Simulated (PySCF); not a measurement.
Atomic charges by several schemes

Compound: [AlMe4]-, C₄H₁₂Al (charge -1).
Structure used (PBE0-D3(BJ)/def2-SVP), in Å, numbered top down from 1:
```xyz
17
C4H12Al angstrom
Al    -0.0031    0.0048    0.0044
C     -0.0005   -0.0351    2.0384
H     -1.0224   -0.0290    2.4646
H      0.5281    0.8345    2.4752
H      0.5010   -0.9390    2.4361
C      1.9140   -0.0007   -0.6731
H      1.9700    0.0100   -1.7791
H      2.4718   -0.8969   -0.3386
H      2.4892    0.8778   -0.3216
C     -0.9537    1.6800   -0.6478
H     -0.9809    1.7412   -1.7533
H     -0.4670    2.6102   -0.2950
H     -2.0052    1.7264   -0.3036
C     -0.9694   -1.6405   -0.7016
H     -2.0227   -1.6924   -0.3634
H     -0.4859   -2.5812   -0.3727
H     -0.9915   -1.6707   -1.8084
```

Density: PBE0/pcSseg-1 (pcSseg-2 on Al) (PySCF); schemes: Mulliken, IAO, Hirshfeld and ESP-fitted. Geometry: PBE0-D3(BJ)/def2-SVP; no solvent, vibrations or thermal averaging. The pcSseg-1 basis has no diffuse functions, a weakness for an anion.

Question: For which atoms does the sign change between the 4 schemes (beyond +0.03 e in one, beyond −0.03 e in another)?

Answer: For none.

Question: Which atoms carry the lowest charge in the Mulliken, IAO, Hirshfeld and ESP-fitted schemes?

Answer: All schemes pick atoms of one kind: Mulliken C2, C6, C10 and C14 (-0.692); IAO C2, C6, C10 and C14 (-0.788); Hirshfeld C6 (-0.309); ESP-fitted C14 (-0.772).

Question: At which atom do the 4 schemes differ most?

Answer: At Al1: from +0.350 (Hirshfeld) to +1.100 e (ESP-fitted), 0.750 e apart.

Question: What partial charge does each atom carry?

Answer: In e:

| atom | environment | Mulliken | IAO | Hirshfeld | ESP-fitted |
| --- | --- | --- | --- | --- | --- |
| Al1 | aluminium bonded to 4 C | +0.920 | +0.927 | +0.350 | +1.100 |
| C2 | carbon bonded to Al and 3 H | -0.692 | -0.788 | -0.308 | -0.756 |
| H3 | hydrogen on C2 | +0.071 | +0.102 | -0.010 | +0.076 |
| H4 | hydrogen on C2 | +0.070 | +0.102 | -0.010 | +0.076 |
| H5 | hydrogen on C2 | +0.071 | +0.102 | -0.009 | +0.078 |
| C6 | carbon bonded to Al and 3 H | -0.692 | -0.788 | -0.309 | -0.748 |
| H7 | hydrogen on C6 | +0.071 | +0.102 | -0.010 | +0.074 |
| H8 | hydrogen on C6 | +0.071 | +0.102 | -0.009 | +0.075 |
| H9 | hydrogen on C6 | +0.070 | +0.102 | -0.010 | +0.075 |
| C10 | carbon bonded to Al and 3 H | -0.692 | -0.788 | -0.308 | -0.738 |
| H11 | hydrogen on C10 | +0.071 | +0.102 | -0.009 | +0.072 |
| H12 | hydrogen on C10 | +0.070 | +0.102 | -0.010 | +0.071 |
| H13 | hydrogen on C10 | +0.071 | +0.102 | -0.009 | +0.073 |
| C14 | carbon bonded to Al and 3 H | -0.692 | -0.788 | -0.308 | -0.772 |
| H15 | hydrogen on C14 | +0.071 | +0.102 | -0.010 | +0.082 |
| H16 | hydrogen on C14 | +0.071 | +0.102 | -0.010 | +0.081 |
| H17 | hydrogen on C14 | +0.070 | +0.102 | -0.010 | +0.080 |

Mean size of the charges over all atoms: IAO 0.312 e, ESP-fitted 0.296 e, Mulliken 0.267 e, Hirshfeld 0.100 e. Each set sums to the total charge, -1, to within 0.001 e. The ESP scheme is a least-squares fit of atom-centred charges to the potential on four shells outside the van der Waals surface, with the total charge fixed.

Question: How many electrons does the Mulliken scheme count on Al1?

Answer: Z − q = 13 − (+0.920) = 12.080.

Question: Sum the charges by element, for elements with more than one atom.

Answer: 
```json
{"element": "C", "atoms": "4", "Mulliken": "-2.768", "IAO": "-3.152", "Hirshfeld": "-1.234", "ESP-fitted": "-3.013"}
{"element": "H", "atoms": "12", "Mulliken": "+0.848", "IAO": "+1.225", "Hirshfeld": "-0.116", "ESP-fitted": "+0.913"}
```

These values come from a run that also computed NMR shieldings. Time: 20 s (grids of density and orbitals included); peak memory 1.0 GiB. Hardware: an Arm Neoverse V2 with one thread, shared host with 192 logical CPUs at a one-minute load of 94.
